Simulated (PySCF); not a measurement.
Level of theory: PBE-D3(BJ)/def2-TZVP // B3LYP-D3(BJ)/def2-TZVP (PySCF 2.14.0). Gas-phase values, no solvent. One relaxed conformer stands for a flexible species; it need not be the lowest. Excitations are Tamm–Dancoff values on a coarser integration grid. The basis has no diffuse functions, so Rydberg states are missing or too high.

Reference species (SMILES): `O/C=C/[SiH3]` (H–O–C–C torsion 0°) (neutral, multiplicity 1).

```
Property               Result
-------------------  --------
T1 excitation (TDA)   4.27 eV
S1 excitation (TDA)   5.88 eV
HOMO                 -5.89 eV
S1–T1 gap (TDA)       1.61 eV
```

Changed species: `C[Si](C)=O`.

What does the change do to the T1 excitation (TDA), S1 excitation (TDA), HOMO and S1–T1 gap (TDA)?

the T1 excitation (TDA) decreases by 0.23 eV, to 4.04 eV; the S1 excitation (TDA) falls by 1.48 eV, to 4.40 eV; the HOMO falls by 0.13 eV, to -6.02 eV; the S1–T1 gap (TDA) falls by 1.25 eV, to 0.36 eV.
